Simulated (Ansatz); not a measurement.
GeSiH$_{5}$Cl, closed shell: at a first-order saddle point.

in.yaml

```yaml
crystal:
  periodic: [false, false, false]
  atoms:
    - {symbol: Si, position_ang: [-0.144986, 0.048720, 1.189211]}
    - {symbol: Ge, position_ang: [-0.082096, 0.416454, -1.371107]}
    - {symbol: Cl, position_ang: [0.836472, -1.492799, -0.221471]}
    - {symbol: H, position_ang: [-0.954498, -0.362403, -2.403441]}
    - {symbol: H, position_ang: [1.175907, 0.787367, -2.214828]}
    - {symbol: H, position_ang: [-1.624396, 0.158042, 1.235646]}
    - {symbol: H, position_ang: [0.590867, 1.307033, 1.466624]}
    - {symbol: H, position_ang: [0.202730, -0.862515, 2.319366]}
basis:
  gaussian: {orbitals: def2-TZVPP}
hamiltonian: {xc: {name: B2PLYP}}
```

Run by:

```bash
ansatz run in.yaml --threads 4 --pin off --events-out ev --progress --plain --max-ram 9574MiB
```

Output of Ansatz 0.2.0:

```
Functional definition: B2PLYP
  name "B2PLYP"
  cite "Grimme, J. Chem. Phys. 124, 034108 (2006) doi:10.1063/1.2148954"
  cite "Becke, Phys. Rev. A 38, 3098 (1988) doi:10.1103/PhysRevA.38.3098"
  cite "Lee, Yang & Parr, Phys. Rev. B 37, 785 (1988) doi:10.1103/PhysRevB.37.785"
  parameter a = 0.53
  parameter c = 0.27
  exchange = (1 - a)*b88_x + a*exact_x
  correlation = (1 - c)*lyp_c + c*(mp2_os + mp2_ss)
1188 factors; integrals over basis functions are off by at most 8.8e-4 eV
mean field evaluation 1: about -76977.0361 eV, gradient 1.4e1 eV
mean field evaluation 2: about -76977.1581 eV, gradient 1.4e1 eV
mean field evaluation 4: about -76977.5894 eV, gradient 2.4e0 eV
mean field evaluation 8: about -76977.5976 eV, gradient 8.1e-2 eV
mean field evaluation 16: about -76977.5977 eV, gradient 4.4e-5 eV
mean field -76977.59768400 eV, -2828.8745375973 hartree, gradient 6.2e-6 eV, S^2 0.000000; 0 other end points of the search recorded, 0 dependent functions left out
19 core orbitals not correlated: weight in the atoms' cores, before any rotation towards them, 1.000 or more for the frozen orbitals, at most 0.000 for the correlated occupied ones
reference -76977.59785400 eV, -2828.8745438446 hartree; 15, 15 occupied and 168, 168 virtual orbitals, 1188 factors
second order -19.73139281 eV of doubles, -0.00000000 eV of singles
Total energy: -76982.92533006 eV, -2829.0703249787 hartree
```

Hardware: 4 CPU threads of an Arm Neoverse V2, shared host. Wall time about 4.1 s.
